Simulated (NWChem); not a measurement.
System meant: C$_{3}$H$_{2}$F$_{2}$O$_{2}$; SMILES O=C1C(OC1)(F)F

Here is an NWChem input.

```
start job
memory heap 200 mb stack 900 mb global 1100 mb
geometry units angstroms noautoz
  O      1.241183     1.712716     0.000000
  C      0.304535     0.966608     0.000000
  C     -1.227608     1.071811     0.000000
  O     -1.302814    -0.383967     0.000000
  C      0.081123    -0.584703     0.000000
  F      0.507810    -1.259802     1.087604
  F      0.507810    -1.259802    -1.087604
  H     -1.676480     1.524345    -0.910574
  H     -1.676480     1.524345     0.910574
end
basis spherical
  * library def2-svp
end
dft
  xc b3lyp
  iterations 4
  mulliken
end
task dft energy
```

End of the output:

```
    Atom       Charge   Shell Charges
 -----------   ------   -------------------------------------------------------
    1 O    8     8.07   1.97  0.93  0.64  2.67  1.82  0.03
    2 C    6     5.94   1.96  0.65  0.30  1.81  1.00  0.22
    3 C    6     5.92   1.96  0.61  0.31  1.84  1.07  0.13
    4 O    8     8.14   1.97  0.93  0.61  2.71  1.89  0.03
    5 C    6     5.87   1.96  0.63  0.29  1.72  0.92  0.35
    6 F    9     9.06   1.98  1.02  0.74  3.21  2.10  0.01
    7 F    9     9.06   1.98  1.02  0.74  3.21  2.10  0.01
    8 H    1     0.96   0.64  0.26  0.07
    9 H    1     0.96   0.64  0.26  0.07

 center of mass
 --------------
 x =   0.07593912 y =  -0.09707179 z =   0.00000000

 moments of inertia (a.u.)
 ------------------
         677.211210836854          -0.000000000000           0.000000000000
          -0.000000000000         474.702026021359           0.000000000000
           0.000000000000           0.000000000000         818.968523772501

     Multipole analysis of the density
     ---------------------------------

     L   x y z        total         alpha         beta         nuclear
     -   - - -        -----         -----         ----         -------
     0   0 0 0      0.000000    -27.000000    -27.000000     54.000000

     1   1 0 0     -0.719251     -0.359625     -0.359625      0.000000
     1   0 1 0      0.630670      0.315335      0.315335     -0.000000
     1   0 0 1      0.000000      0.000000      0.000000      0.000000

     2   2 0 0    -29.150098    -96.356031    -96.356031    163.561963
     2   1 1 0     -3.853131      1.689949      1.689949     -7.233029
     2   1 0 1      0.000000      0.000000      0.000000      0.000000
     2   0 2 0    -29.378086   -143.981003   -143.981003    258.583920
     2   0 1 1      0.000000      0.000000      0.000000      0.000000
     2   0 0 2    -27.583859    -54.770203    -54.770203     81.956548

 ------------------------------------------------------------------------
 dft energy failed                                                                                  0
 ------------------------------------------------------------------------
 ------------------------------------------------------------------------
  current input line :
    22: task dft energy
 ------------------------------------------------------------------------
 ------------------------------------------------------------------------
 This type of error is most commonly associated with calculations not reaching convergence criteria
 ------------------------------------------------------------------------
 For more information see the NWChem manual at https://nwchemgit.github.io

0:dft energy failed:Received an Error in Communication
```

Q: What is wrong, and how is it mended?

A: The run did not converge; its last values are not results. Cause: the SCF was allowed too few iterations. This input runs:
```
start job
memory heap 200 mb stack 900 mb global 1100 mb
geometry units angstroms noautoz
  O      1.241183     1.712716     0.000000
  C      0.304535     0.966608     0.000000
  C     -1.227608     1.071811     0.000000
  O     -1.302814    -0.383967     0.000000
  C      0.081123    -0.584703     0.000000
  F      0.507810    -1.259802     1.087604
  F      0.507810    -1.259802    -1.087604
  H     -1.676480     1.524345    -0.910574
  H     -1.676480     1.524345     0.910574
end
basis spherical
  * library def2-svp
end
dft
  xc b3lyp
  iterations 150
  mulliken
end
task dft energy
```
It converges to -465.25298 Ha (B3LYP/def2-SVP).
